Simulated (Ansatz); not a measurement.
Geometry optimisation, Ansatz, RHF/6-31G*.

Input:

```yaml
crystal:
  periodic: [false, false, false]
  atoms:
    - { symbol: Si, position_ang: [0.0, 0.0, 0.0] }
    - { symbol: Cl, position_ang: [0.0, 0.0, 2.48] }
    - { symbol: H, position_ang: [1.3768, 0.0, -0.4862] }
    - { symbol: H, position_ang: [-0.6877, 1.1914, -0.4862] }
    - { symbol: H, position_ang: [-0.6877, -1.1914, -0.4862] }
    - { symbol: O, position_ang: [-1.879, 0.0, 0.6243] }
    - { symbol: Al, position_ang: [-3.1927, -0.9643, -0.0916] }
    - { symbol: H, position_ang: [-2.9236, -2.4314, -0.5488] }
    - { symbol: H, position_ang: [-4.6133, -0.3425, -0.2619] }
    - { symbol: H, position_ang: [-1.3553, 0.0, 1.769] }
basis:
  gaussian: { orbitals: "6-31G*" }
hamiltonian:
  xc: hf
relax:
  f_tol: 0.15
  max_steps: 25
  restrain:
    - { distance: [0, 5], at: 1.68, k: 30.0 }
    - { distance: [9, 1], at: 1.37, k: 30.0 }
    - { distance: [0, 1], at: 3.33, k: 30.0 }
    - { distance: [9, 5], at: 2.21, k: 30.0 }
```

Run as:

```bash
$ ansatz run input.yaml --threads 1 --pin off --max-ram 2048MiB --backend cpu --events-out ev --progress --plain --runs-dir out
```

Task: Where does it end, and by what steps?

Result: The forces met the threshold. The restraints hold the end off the free minimum. After 18 steps the energy has fallen by 3.955 eV (the restraints' own energy left out); H5 moved furthest, 1.54 Å.

```tsv
step	energy less start (eV)	largest force component (eV/Å)	accepted
0	0.0000	3.656	yes
1	0.3191	2.488	yes
2	-0.0062	2.565	yes
3	-1.0858	1.901	yes
4	-2.0240	1.417	yes
5	-2.7548	1.506	yes
6	-3.2845	1.529	yes
7	-3.5610	1.542	yes
8	-3.6650	1.541	yes
9	-3.7223	1.839	yes
10	-3.7829	1.665	yes
11	-3.8656	1.510	yes
12	-3.9044	1.437	yes
13	-3.8807	1.414	no
14	-3.9216	1.363	yes
15	-3.9344	1.347	yes
16	-3.9455	1.368	yes
17	-3.9477	1.431	yes
18	-3.9546	1.372	yes
```

```xyz
10
Properties=species:S:1:pos:R:3
Si -0.218 -0.188 -0.417
Cl -0.274 0.920 2.739
H 0.768 -0.976 0.337
H 0.126 1.240 -0.384
H -0.197 -0.629 -1.828
O -1.746 -0.417 0.193
Al -3.237 -1.212 -0.023
H -3.351 -2.354 -1.111
H -4.438 -0.741 0.895
H -1.395 0.618 2.112
```

Time of the run: 75 s on 1 thread of Arm Neoverse N1 (shared host), peak memory 0.16 GiB.
